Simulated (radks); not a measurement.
Results of a calculation; reference values are marked as such.
Isoelectronic series with 7 electrons, each ion in its NIST ground configuration. Level of theory: scalar-relativistic Kohn-Sham, PBE, spin-polarised, spherical densities, finite nucleus; open shells are filled with parallel spins first (spin-orbit coupling, left out, can overturn this in heavy ions); Fermi nuclear charge, rms radius of each element as measured or else 0.836 A^(1/3) + 0.57 fm (a radial shooting solver on a logarithmic mesh with Libxc functionals). Total energies (hartree) and orbital eigenvalues (hartree) (* marks an orbital that is empty in some or all of the ions):

ion    configuration  E (hartree)   2p down*      2p up    2s down      2s up    1s down
N       [He] 2s2 2p3    -54.56778   -0.15176   -0.30498   -0.56240   -0.73046  -14.06232
Mg5+    [He] 2s2 2p3   -187.26815   -5.76853   -6.20375   -6.90884   -7.30760  -51.52133
Cl10+   [He] 2s2 2p3   -402.09996  -17.72209  -18.43408  -19.63454  -20.25586  -114.3205
Ti15+   [He] 2s2 2p3   -699.84780  -35.98669  -36.97572  -38.75855  -39.60233  -202.6560
Co20+   [He] 2s2 2p3  -1081.68946  -60.59839  -61.86533  -64.38390  -65.45194  -316.8974
Ge25+   [He] 2s2 2p3  -1549.17044  -91.61354  -93.15964  -96.65652  -97.95167  -457.5421
Rb30+   [He] 2s2 2p3  -2104.23118  -129.1047  -130.9316  -135.7646  -137.2906  -625.2211
Mo35+   [He] 2s2 2p3  -2749.24127  -173.1600  -175.2695  -181.9420  -183.7035  -820.7101
Ag40+   [He] 2s2 2p3  -3487.05880  -223.8830  -226.2773  -235.4749  -237.4772  -1044.951
Te45+   [He] 2s2 2p3  -4321.08525  -281.3929  -284.0745  -296.7084  -298.9579  -1299.070
La50+   [He] 2s2 2p3   -5255.3744  -345.8251  -348.7970  -366.0583  -368.5625  -1584.419
Sm55+   [He] 2s2 2p3   -6294.6888  -417.3320  -420.5974  -444.0215  -446.7886  -1902.594
Ho60+   [He] 2s2 2p3   -7444.7449  -496.0831  -499.6457  -531.1984  -534.2381  -2255.524
Hf65+   [He] 2s2 2p3   -8712.2651  -582.2666  -586.1304  -628.3086  -631.6318  -2645.488
Ir70+   [He] 2s2 2p3  -10105.4022  -676.0896  -680.2594  -736.2317  -739.8508  -3075.272
Pb75+   [He] 2s2 2p3  -11633.7848  -777.7801  -782.2611  -856.0300  -859.9589  -3548.174
